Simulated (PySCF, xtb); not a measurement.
B2ORh, SMILES [B]([O])[Rh-][B] (connectivity only; charge and spin as stated), charge -1, multiplicity 1.

GFN2-xTB run with xtb at its own geometry gives an orbital gap of 1.52 eV.

Coordinates come from a B3LYP-D3(BJ)/def2-SVPD optimisation. The multiplicity is an assumed one; other spin states were not compared. The def2 effective core potentials stand for the cores of Rh; spin–orbit coupling is left out. The values are those of a single conformer.

Task: What does PBE/def2-TZVPD in PySCF give? (Estimate from the structure and the level; the computed values follow.)

Result: gap 1.12 eV (levels 0.22 and 1.34 eV).
